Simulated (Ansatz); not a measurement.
A nudged elastic band was laid between two geometries of BCl2F + FH (6 atoms, charge 0, multiplicity 1).

All numbers below come from Ansatz, RKS PBE/6-31G*.

* movable images: 3
* climbing image: no
* spring: 5.0 eV/Å²
* optimiser: quadratic models (default)
* start path: through a guess of the saddle point
* force threshold: 0.05 eV/Å
* iteration limit: 60
* end points: relaxed

Initial state:

```xyz
6
Properties=species:S:1:pos:R:3
B -0.050 0.208 0.096
Cl -0.031 0.653 1.829
F 1.110 0.044 -0.518
Cl -1.538 0.357 -0.831
F -0.185 -2.051 0.583
H -0.142 -1.918 1.521
```

Final state:

```xyz
6
Properties=species:S:1:pos:R:3
B -0.088 -0.329 -0.791
Cl -0.035 -0.588 3.621
F 1.096 0.007 -1.276
Cl -1.565 0.296 -1.493
F -0.144 -1.164 0.250
H -0.099 -0.929 2.370
```

Question: Which bonds break or form, and what moves?

Answer: Bonds broken: B1–Cl2, F5–H6. Bonds formed: B1–F5, Cl2–H6. BCl2F + FH becomes BClF2 + ClH.

Question: Give the energies along the band, and the barrier.

Answer: The forces met the threshold. The highest image is number 1 of 0 to 4, 0.33 eV above the first end and 1.11 eV above the last; the last end lies 0.78 eV below the first. No image climbed, so the highest image needn't sit at the top of the path. So few images can step over the top or miss a turn of the path. The orbitals stay closed-shell, which can raise the energy where a bond breaks towards radicals; this wasn't checked here.

```csv
image,path coordinate (Å),energy (eV),B1–Cl2 (Å),F5–H6 (Å),B1–F5 (Å)
0,0.00,0.00,1.79,0.95,2.31
1,0.94,0.33,2.03,1.13,1.59
2,1.87,-0.67,2.92,1.97,1.35
3,2.81,-0.77,3.77,2.18,1.34
4,3.75,-0.78,4.42,2.13,1.34
```

Question: What is the geometry of the highest image?

Answer: 
```xyz
6
Properties=species:S:1:pos:R:3:forces:R:3
B -0.068 -0.210 0.032 0.00 0.09 0.04
Cl -0.053 0.245 2.006 0.00 0.08 -0.06
F 1.124 0.013 -0.517 0.00 0.00 0.01
Cl -1.552 0.288 -0.800 0.00 0.01 0.00
F -0.155 -1.739 0.456 0.00 -0.06 0.04
H -0.132 -1.303 1.503 0.00 -0.12 -0.03
```

Time of the run: 93 s on 2 threads of Arm Neoverse V2, on a shared host, peak memory 0.15 GiB.
